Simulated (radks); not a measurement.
The numbers below are computed, except where a source is named.
Effect of the nuclear size on the argon ion Ar+, [Ne] 3s2 3p5. Level of theory: Dirac Kohn-Sham, PBE, spin-unpolarised, spherical densities, finite nucleus; open shells fill j = l - 1/2 first; Fermi nuclear charge, rms radius 3.4274 fm (a radial shooting solver on a logarithmic mesh with Libxc functionals). The rms radius is varied about that value; shifts are against it.

rms radius (fm) = 3.0093: total energy shift (eV) -0.00426; density at nucleus (e/bohr^3) 4351; 1s1/2 shift (meV) -1.79; 2s1/2 shift (meV) -0.135
rms radius (fm) = 3.1532: total energy shift (eV) -0.00286; density at nucleus (e/bohr^3) 4347; 1s1/2 shift (meV) -1.20; 2s1/2 shift (meV) -0.091
rms radius (fm) = 3.4274: total energy shift (eV) 0; density at nucleus (e/bohr^3) 4339; 1s1/2 shift (meV) 0.000; 2s1/2 shift (meV) 0.000
rms radius (fm) = 3.6776: total energy shift (eV) 0.00281; density at nucleus (e/bohr^3) 4332; 1s1/2 shift (meV) 1.18; 2s1/2 shift (meV) 0.089
rms radius (fm) = 4.2534: total energy shift (eV) 0.0100; density at nucleus (e/bohr^3) 4319; 1s1/2 shift (meV) 4.21; 2s1/2 shift (meV) 0.318

Slopes of the eigenvalues against <r^2> in GHz/fm^2, as finite differences over the two radii next to the reference (eigenvalue slopes, not the field-shift constants of lines): 1s1/2 161, 2s1/2 12.2.
